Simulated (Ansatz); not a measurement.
A nudged elastic band was laid between two geometries of BClH3NO (7 atoms, charge 0, multiplicity 1).

Level of theory: Ansatz, RKS LDA/def2-SVP.

```yaml
movable_images: 5
climbing_image: yes
spring: 5.0 eV/Å²
optimiser: quadratic models (default)
start_path: IDPP
force_threshold: 0.05 eV/Å
iteration_limit: 60
end_points: relaxed
```

Initial state:

```xyz
7
Properties=species:S:1:pos:R:3
N -0.521 0.976 -0.015
B 0.063 -0.289 -0.080
O 1.097 -0.619 0.734
Cl -0.562 -1.478 -1.255
H -1.298 1.258 -0.612
H -0.187 1.682 0.644
H 1.409 -1.529 0.584
```

Final state:

```xyz
7
Properties=species:S:1:pos:R:3
N -0.413 0.845 0.023
B -0.005 -0.471 -0.235
O 1.002 -1.123 0.398
Cl -0.861 -1.385 -1.490
H -1.183 1.268 -0.498
H 0.010 1.458 0.721
H 1.450 -0.593 1.081
```

Question: Which bonds break or form, and what moves?

Answer: No bond is made or broken. The dihedral Cl4–B2–O3–H7 changes from 0 to 180° by way of a nearly straight angle B2–O3–H7 (up to 177°), not by a turn about the bond.

Question: What energy profile does the band end with?

Answer: The run converged. The highest image is number 3 of 0 to 6, 14.3 kcal/mol above the first end and 10.8 kcal/mol above the last; the last end lies 3.5 kcal/mol above the first. A vibrational analysis at the climbing image gives 2 clearly imaginary modes (779i, 561i cm⁻¹): a point of higher order, so a lower path passes nearby.

```
image  path coordinate (Å)  energy (kcal/mol)  angle B2–O3–H7 (°)
    0                 0.00                0.0                 112
    1                 0.30                2.3                 126
    2                 0.60                9.0                 150
    3                 0.90               14.3                 177
    4                 1.18               10.1                 147
    5                 1.46                4.9                 125
    6                 1.74                3.5                 114
```

Question: What is the geometry of the highest image?

Answer: 
```xyz
7
Properties=species:S:1:pos:R:3:forces:R:3
N -0.463 0.955 0.030 0.00 -0.01 -0.01
B -0.031 -0.358 -0.204 0.01 0.00 0.01
O 0.965 -0.936 0.454 0.00 0.01 0.00
Cl -0.897 -1.280 -1.472 0.00 -0.01 -0.01
H -1.232 1.374 -0.493 0.00 0.00 0.00
H -0.028 1.554 0.733 0.00 0.00 0.00
H 1.686 -1.310 0.953 0.00 0.00 0.00
```

Time of the run: 40 s on 1 thread of Arm Neoverse V1, with other jobs on the host, peak memory 0.13 GiB.
